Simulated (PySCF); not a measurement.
Spectra and structures to be paired. Theory: TDDFT PBE0/def2-SVPD, vertical, gas phase, core orbitals frozen in the response in PySCF 2.14.0, density-fitted response routines. Geometries: GFN2-xTB; one conformer of each isolated species. Triplets are in the Tamm–Dancoff approximation.

A. `CPC(C)=O`
B. `C=C/C(=C\F)C(=O)F`
C. `CN[SiH](OC)OC`
D. `O=[S@@]1C=C(F)C[C@@H](F)C1`
E. `CS[Si@@H](O)[SiH3]`

Lowest singlet levels (six at most, fewer where fewer were computed) with oscillator strengths:

1. 4.72 eV (f 0.008); 5.33 eV (f 0.006); 6.18 eV (f 0.045); 6.33 eV (f 0.009); 6.36 eV (f 0.024); 6.41 eV (f 0.019); T1 4.42 eV
2. 4.85 eV (f 0.173); 5.25 eV (f 0.000); 6.35 eV (f 0.356); 6.83 eV (f 0.001); 6.86 eV (f 0.182); 7.01 eV (f 0.000); T1 2.92 eV
3. 6.03 eV (f 0.005); 6.38 eV (f 0.005); 6.89 eV (f 0.027); 7.34 eV (f 0.030); 7.47 eV (f 0.026); 7.50 eV (f 0.008); T1 5.78 eV
4. 3.90 eV (f 0.009); 5.69 eV (f 0.055); 5.89 eV (f 0.001); 6.41 eV (f 0.071); 6.65 eV (f 0.081); 7.19 eV (f 0.034); T1 3.23 eV
5. 4.92 eV (f 0.022); 5.79 eV (f 0.012); 6.02 eV (f 0.020); 6.23 eV (f 0.014); 6.42 eV (f 0.014); 6.71 eV (f 0.027); T1 4.08 eV

**Question.** Match each spectrum to its molecule.

**Answer.** 1 = E, 2 = B, 3 = C, 4 = A, 5 = D.
- A: S1 at 3.90 eV, HOMO→LUMO (88%), HOMO-1→LUMO (9%); Löwdin shares by element: HOMO oxygen 37%, phosphorus 34%, carbon 18% or more; LUMO carbon 44% or more, oxygen 31%, phosphorus 12%; HOMO -6.76 and LUMO -0.95 eV.
- B: S1 at 4.85 eV, HOMO→LUMO (89%); Löwdin shares by element: HOMO carbon 81% or more (atoms not listed hold the other 19%); LUMO carbon 58% or more, oxygen 13% (atoms not listed hold the other 28%); HOMO -7.59 and LUMO -2.26 eV; point group Cs, 2 of its 6 listed states under f = 0.0005.
- C: S1 at 6.03 eV, HOMO→LUMO (86%); Löwdin shares by element: HOMO nitrogen 60%, carbon 12% or more, silicon 8%, hydrogen 6% or more; LUMO hydrogen 22% or more, carbon 21% or more, silicon 17% (atoms not listed hold the other 39%); HOMO -6.71 and LUMO 0.58 eV.
- D: S1 at 4.92 eV, HOMO→LUMO (95%); Löwdin shares by element: HOMO oxygen 44%, sulfur 30%, carbon 15% or more; LUMO carbon 50% or more, sulfur 18%, fluorine 6% or more (atoms not listed hold the other 26%); HOMO -6.99 and LUMO -0.81 eV.
- E: S1 at 4.72 eV, HOMO→LUMO (97%); Löwdin shares by element: HOMO sulfur 67%, silicon 14%, carbon 10%; LUMO silicon 39%, sulfur 23%, oxygen 10% (atoms not listed hold the other 28%); HOMO -6.74 and LUMO -0.69 eV.
B and D have S1 within 0.07 eV of each other; their strongest listed levels stand at 6.35 eV (f 0.356) and 6.71 eV (f 0.027).
B and E have S1 within 0.14 eV of each other; their strongest listed levels stand at 6.35 eV (f 0.356) and 6.18 eV (f 0.045).
